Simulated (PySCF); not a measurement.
# Molecular orbitals of NbSe

BLYP at R = 2.269 Å; basis Nb def2-TZVPP with ECP28, Se def2-TZVPP; scalar-relativistic core potentials; PySCF 2.14. State: ⁴Σ⁻ (quartet), unpaired electrons σ ↑, δ ↑↑. Only the outer orbitals are listed, counted within each symmetry, core potentials removing the inner ones.

```tsv
spin	orbital	occ.	ε (eV)	on Nb (%)	main shells (%)
α	9σ	1	-15.41	7	92 Se s
α	10σ	1	-6.72	32	65 Se p, 25 Nb d
α	5π	1	-6.01	34	66 Se p, 32 Nb d
α	5π	1	-6.01	34	66 Se p, 32 Nb d
α	11σ	1	-4.52	98	65 Nb s, 31 Nb d
α	2δ	1	-3.95	100	100 Nb d
α	2δ	1	-3.95	100	100 Nb d
α	6π	0	-3.14	75	60 Nb d, 25 Se p, 14 Nb p
α	6π	0	-3.14	75	60 Nb d, 25 Se p, 14 Nb p
α	12σ	0	-2.54	74	31 Nb p, 28 Nb d, 26 Se p
β	4π	1	-34.43	100	100 Nb p
β	4π	1	-34.43	100	100 Nb p
β	9σ	1	-15.55	6	94 Se s
β	10σ	1	-6.57	26	72 Se p, 19 Nb d
β	5π	1	-5.94	21	78 Se p, 19 Nb d
β	5π	1	-5.94	21	78 Se p, 19 Nb d
β	11σ	0	-2.99	101	84 Nb s, 11 Nb d
β	6π	0	-2.35	82	73 Nb d, 16 Se p, 9 Nb p
β	6π	0	-2.35	82	73 Nb d, 16 Se p, 9 Nb p
```

Which are the highest filled and the lowest empty level, where do they sit, and how wide is the gap?

Highest filled α 2δ at -3.95 eV (in %: 100 Nb d); lowest empty α 6π at -3.14 eV (in %: 60 Nb d, 25 Se p, 14 Nb p); the gap at BLYP is 0.81 eV.

The bond order (Mayer) is 2.56 and the ⟨S²⟩ is 3.795. The charge on Nb (Mulliken, basis-dependent) is 0.25 and the charge on Nb (Löwdin, basis-dependent) is -0.28. The dipole moment (positive dipole means Nb(−)Se(+)) is -3.89 D.

Shares are Mulliken populations and can fall outside 0 to 100 %.

Spin–orbit coupling is left out. With d or f electrons several states lie close, and the lowest PBE0 determinant need not be the measured ground state.
